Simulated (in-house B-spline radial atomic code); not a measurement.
# Binding energies in Ca

NIST's tabulated ground configuration is [Ar] 4s2; each binding energy is the energy of the ion with one electron taken from that subshell, relaxed, less that of the parent. Computed with a radial B-spline atomic code at the basis-set limit: Dirac-Hartree-Fock, average of configuration, Fermi nucleus of rms radius 3.4776 fm. Energies include first-order Breit, QED and recoil terms.

| subshell | X-ray name | binding energy (eV) | -ε (eV) | relaxation (eV) |
| --- | --- | --- | --- | --- |
| 1s | K | 4047.6 | 4086.2 | 33.7 |
| 2s | L1 | 450 | 461.7 | 11.4 |
| 2p1/2 | L2 | 360.6 | 373.7 | 12.7 |
| 2p3/2 | L3 | 357.1 | 369.9 | 12.6 |
| 3s | M1 | 58.77 | 61.55 | 2.75 |
| 3p1/2 | M2 | 34 | 36.71 | 2.70 |
| 3p3/2 | M3 | 33.62 | 36.29 | 2.67 |
| 4s | N1 | 5.14 | 5.34 | 0.20 |

Relaxation = -ε minus the binding energy without Breit, QED and recoil terms.

Emission lines follow as differences of binding energies, with λ = 12398.42 eV·Å / E:

```json
{"line": "K-L3", "holes": "1s → 2p3/2", "energy (eV)": "3690.5", "wavelength (Å)": "3.3596"}
{"line": "K-L2", "holes": "1s → 2p1/2", "energy (eV)": "3687.0", "wavelength (Å)": "3.3627"}
{"line": "K-M3", "holes": "1s → 3p3/2", "energy (eV)": "4014.0", "wavelength (Å)": "3.0888"}
{"line": "L1-M3", "holes": "2s → 3p3/2", "energy (eV)": "416.4", "wavelength (Å)": "29.777"}
{"line": "L3-M1", "holes": "2p3/2 → 3s", "energy (eV)": "298.3", "wavelength (Å)": "41.559"}
```

**Question.** What screening constant σ does Moseley's law, E = (3/4)·13.6057 eV·(Z - σ)², need for K-L3?

**Answer.** σ = 0.98.

**Question.** What does it cost to remove both a 1s and a 2p3/2 electron?

**Answer.** 4473.9 eV, which is 69.17 eV more than the two single binding energies together.

**Question.** What does it cost to remove both a 2p3/2 and a 3s electron?

**Answer.** 435.46 eV, which is 19.62 eV more than the two single binding energies together.

**Question.** What does it cost to remove both a 3p3/2 and a 4s electron?

**Answer.** 46.215 eV, which is 7.457 eV more than the two single binding energies together.
